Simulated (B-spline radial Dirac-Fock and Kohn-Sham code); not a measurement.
Pr⁴⁵⁺: eigenvalues, ΔSCF and the reference

System: Pr⁴⁵⁺ in the configuration 1s2 2s2 2p6 3s2 3p2.

The density-functional columns are spherical, spin-unpolarised Dirac-Kohn-Sham results without Breit or QED terms: −ε is minus the orbital energy of the initial state and ΔSCF the difference of two total energies. The reference in the last column comes from relaxed Dirac-Fock hole states (ΔSCF) with Breit and QED corrections and a finite nucleus. All numbers are from a radial atomic solver, in eV; a selection of levels is shown. The Kohn-Sham columns are given as differences from the reference. For the 1s level of heavy atoms much of the gap between ΔSCF and the reference is the Breit and QED part, -164.6 eV here; for other levels the error of the functional can be larger.

```tsv
level	LDA −ε − DF	LDA ΔSCF − DF	Dirac-Fock
1s	-303.4	+155.6	45036.4
2s	-153.0	-40.7	9717.1
2p1/2	-112.3	+22.3	9350.9
2p3/2	-116.8	+9.0	8859.4
3s	-40.2	+6.4	3849.9
3p	-42.9	+5.3	3650.6
```

Values without a named source are computed, but for edge energies of neutral atoms, which are taken from tables.
